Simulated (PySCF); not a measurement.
C2H6GeSi. Atoms are numbered in the order given.

```xyz
10

C     -1.1196     1.3911     0.0000
C     -1.5082     0.0933     0.0000
Ge     0.1772    -0.9515     0.0000
Si     0.7744     1.3756     0.0000
H     -1.8306     2.2283     0.0000
H     -2.5573    -0.2310     0.0000
H      0.3966    -1.8278    -1.2538
H      0.3966    -1.8278     1.2538
H      1.4240     1.9697     1.2075
H      1.4240     1.9697    -1.2075
```
Charge 0, spin multiplicity 1.

Coordinates come from a B3LYP-D3(BJ)/def2-SVP optimisation. This is a generated structure with no PubChem entry under its InChIKey; it may be hypothetical.

Level of theory: PySCF with PBE/def2-TZVP.

The molecule is in vacuum.

Q: Estimate the frontier levels, gap, dipole moment and polarisability. (The exact figures need the calculation; the answer reports its results.)

A: 
```
Item                                                                                                            Result
---------------------------------------------------------------------------------------------  -----------------------
highest occupied level                                                                                        -6.52 eV
lowest empty level                                                                                            -1.66 eV
orbital gap                                                                                                    4.87 eV
dipole moment                                                                                                   0.53 D
quadrupole, principal values (traceless, Buckingham form, about the centre of nuclear charge)    -2.89, 0.04, 2.85 D·Å
mean static polarisability                                                                       83.2 bohr³ (12.33 Å³)
polarisability, principal values                                                               64.8, 81.2, 103.6 bohr³
```
